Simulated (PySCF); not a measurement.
# A survey of ³³S NMR shifts

Method: coordinates at the GFN2-xTB level, PBE0/pcSseg-1 with gauge-including orbitals, in PySCF 2.14 (gas phase, non-relativistic Hamiltonian, one averaged value for each set of equivalent atoms, one conformer).

Shieldings were converted by a linear fit to measured shifts: ³³S: δ = 158.28 − 0.937σ (rms 33.3 ppm, 20 shifts vs sulfate, solution or neat liquid). Occasional misses reach two or three times the rms, and more in compound classes unlike the fitted ones.

**Question.** Give the ³³S shifts of `CCS(=O)(=O)CC`, `C=C[C@@H](C)OC(=S)CCC`, `CC(C)S(C)(=O)=O`.

**Answer.** 
```tsv
compound	environment	δ (ppm)
CCS(=O)(=O)CC	sulfone sulfur	-26
C=C[C@@H](C)OC(=S)CCC	thione sulfur	38
CC(C)S(C)(=O)=O	sulfone sulfur	-22
```

**Question.** Order these by ³³S shift, lowest first.
A. C[S@@](=O)[C@H]1[C@@H]2CCCC[C@@H]21
B. CSC
C. O=c1ccsc(O)c1
D. O=COc1ccsc1

**Answer.** B (-395 ppm, sulfide sulfur), C (-202 ppm, ring sulfur), D (-148 ppm, aromatic ring sulfur), A (12 ppm, sulfoxide sulfur).
